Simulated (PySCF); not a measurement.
# P⁺: ionisation energy

P⁺ [Ne] 3s2 3p2 (3P) → P²⁺ [Ne] 3s2 3p1 (2P), as a difference of total energies. Computed with PySCF 2.14 in pcseg-2, with no relativity, point nucleus. Correlated levels: valence: [Ne] frozen. The calculations carry no spin-orbit coupling.

| method | ionisation energy (eV) |
| --- | --- |
| UHF | 19.151 |
| B3LYP | 19.740 |
| SCS-MP2 (valence) | 19.465 |
| CCSD (valence) | 19.571 |
| CCSD(T) (valence) | 19.598 |

Task: Estimate what MP2 (valence) gives.

Result: 19.548 eV, closest to CCSD (valence) among the rows shown.

Task: Estimate what PBE0 gives.

Result: 19.814 eV, closest to B3LYP among the rows shown.

The reference lies between the lowest fine-structure levels, while these numbers refer to the centres of the terms.

Errors of the correlated levels include the incompleteness of this basis and the frozen core.

For comparison: 19.769 eV (semi-empirical (NIST evaluation); NIST Atomic Spectra Database, ionization energies).
